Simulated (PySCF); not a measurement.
PBE on Co⁻ (cobalt, charge -1), [Ar] 3d8 4s2, high-spin 3F determinant. Calculation: PySCF 2.14, in aug-cc-pwCVTZ-DK (10s9p7d4f3g, 127 functions); scalar relativity by spin-free X2C-1e.

```
cycle= 1 E= -1392.90279837009  delta_E= 0.114  |g|= 0.841  |ddm|= 1.42
cycle= 2 E= -1392.01738260766  delta_E= 0.885  |g|= 2.41  |ddm|= 1.45
cycle= 3 E= -1392.99708601595  delta_E= -0.98  |g|= 0.499  |ddm|= 0.976
cycle= 4 E= -1393.05822478619  delta_E= -0.0611  |g|= 0.164  |ddm|= 0.746
cycle= 5 E= -1393.06637666979  delta_E= -0.00815  |g|= 0.0532  |ddm|= 0.426
cycle= 6 E= -1393.06772560942  delta_E= -0.00135  |g|= 0.00224  |ddm|= 0.134
cycle= 7 E= -1393.06772789385  delta_E= -2.28e-06  |g|= 0.000207  |ddm|= 0.00975
cycle= 8 E= -1393.0677279092  delta_E= -1.54e-08  |g|= 4.98e-05  |ddm|= 0.000768
cycle= 9 E= -1393.06772791  delta_E= -8.01e-10  |g|= 1.63e-06  |ddm|= 6.26e-05
converged SCF energy = -1393.06772791  <S^2> = 2.021146  2S+1 = 3.0140644
```

Highest occupied orbital energy: 2.254 eV; ⟨L²⟩ = 12.04; populations by l: s 8.00, p 12.00, d 8.00, f 0.00.

(1) Can this result be used?

Results:

(1) With care. The run converged. At PBE the highest occupied level has a positive energy, so only the finite basis holds that electron; in a semilocal or global hybrid functional this comes from self-interaction and does not mean that the real anion is unbound.
